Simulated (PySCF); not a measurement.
# Continuum solvent and chemical shifts

Numbering as in the mapped SMILES `[CH2:1]=[CH:2][SiH2:3][SH:4]`; H(Xn) means a hydrogen on atom n. Ha(C1) is cis to Si3; Hb(C1) is trans to Si3.

GIAO PBE0/pcSseg-1 in PySCF 2.14.0 with density-fitted response routines on one PBE0-D3(BJ)/def2-SVP conformer, non-relativistic, equivalent nuclei averaged. Solvents enter as an IEF-PCM continuum (tetrahydrofuran with ε = 7.4, dichloromethane with ε = 8.9) around the gas-phase geometry. Shifts are referred to TMS, CS2 computed in the same medium.

Gas phase, δ in ppm: C1 145.7, C2 143.9, Si3 -24.8, S4 -233.1, H(C2) 6.36, Hb(C1) 6.32, Ha(C1) 6.26, H(Si3) 4.89, H(S4) 0.23. Dipole moment 2.11 D.

Q: How does each δ change in the continuum?

A: 
```tsv
atoms	environment	Δδ, tetrahydrofuran	Δδ, dichloromethane
C1	terminal =CH2 carbon	+3.3	+3.4
C2	alkene CH	-0.3	-0.3
Si3	silicon bonded to C, S, 2 H	-0.6	-0.6
S4	sulfur bonded to Si, H	-15.7	-16.3
H(C2)	hydrogen on an alkene CH	+0.08	+0.08
Hb(C1)	hydrogen on a terminal =CH2 carbon	+0.20	+0.21
Ha(C1)	hydrogen on a terminal =CH2 carbon	+0.20	+0.21
H(Si3)	hydrogen on a silicon bonded to C, S	-0.02	-0.02
H(S4)	hydrogen on a sulfur bonded to Si	+0.68	+0.71
```

Changes are relative to the gas phase. The dipole moment becomes 2.65 D in tetrahydrofuran, 2.68 D in dichloromethane.

Q: Which nuclei move most (in ppm), and what does the model miss?

A: S4 (sulfur bonded to Si, H, -16.3 ppm) in dichloromethane. A continuum only polarises the solute; specific hydrogen bonds, the anisotropy of aromatic solvents and changes of geometry or conformer are outside it.
